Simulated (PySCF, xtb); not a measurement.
C5H5, SMILES C1CC=[C]C=1, multiplicity 2. Other conformers were not sampled.

Harmonic wavenumbers (cm⁻¹) from GFN2-xTB in xtb 6.7.1 at its own minimum, in rising order: 315, 483, 705, 735, 742, 755, 855, 871, 950, 1007, 1031, 1067, 1105, 1160, 1204, 1298, 1382, 1541, 1621, 2957, 2975, 3119, 3147, 3161.

Question: What does PBE-D3(BJ)/def2-SVP (PySCF) give at its own minimum? (The exact figures need the calculation; the answer reports its results.)

Answer: 322, 506, 621, 669, 755, 761, 847, 899, 908, 947, 1026, 1049, 1072, 1159, 1200, 1305, 1321, 1511, 1570, 2958, 3000, 3142, 3167, 3171. Paired by order, the mean absolute difference is 26 cm⁻¹ and the zero-point energies are 48.9 and 48.4 kcal/mol.
